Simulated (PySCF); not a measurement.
The numbers are results of PBE0-D4/def2-TZVP (PySCF 2.14.0), not measurements. All species are isolated molecules in the gas phase. One relaxed conformer stands for a flexible species; it need not be the lowest. Excitations are Tamm–Dancoff values on a coarser integration grid. The basis has no diffuse functions, so Rydberg states are missing or too high.

Reference species (SMILES): `[SiH3]Cl` (neutral, multiplicity 1).

| Item | Result |
|---|---|
| HOMO–LUMO gap | 8.95 eV |
| S1 oscillator strength | 0.008 |
| S1 excitation (TDA) | 7.40 eV |

Changed species: `O=C(O)[SiH2]Cl` (Si–C–O–H torsion -180°, O–C–Si–Cl torsion 179°) (X = carboxy; the reference has X = H).

**Question.** What does the change do to the HOMO–LUMO gap, S1 oscillator strength and S1 excitation (TDA)?

**Answer.** the HOMO–LUMO gap drops by 1.83 eV, to 7.12 eV; the S1 oscillator strength stays essentially unchanged; the S1 excitation (TDA) falls by 2.28 eV, to 5.12 eV.
